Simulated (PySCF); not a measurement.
Electron correlation in N⁺ (nitrogen, charge +1)

[He] 2s1 2p2 3s1, high-spin 5P determinant (an excited configuration). All numbers are calculated (PySCF 2.14, scalar relativity by spin-free X2C-1e, in x2c-QZVPPall with one added diffuse shell each of s, p, d, f type (8s5p4d3f1g, 73 functions)). Frozen: 1s2; 4 electrons correlated.

```csv
level,correlation energy (mhartree)
CCSD,-23.63
(T),-0.17
CCSD(T),-23.80
```

Diagnostics: T1 = 0.0055, D1 = 0.0146, largest double amplitude 0.037.

The outer electron is Rydberg-like, and this basis confines it to a smaller radius and binds it less than a complete one would.

Cost of the coupled-cluster step: roughly 5 core-seconds, for 4 correlated electrons.
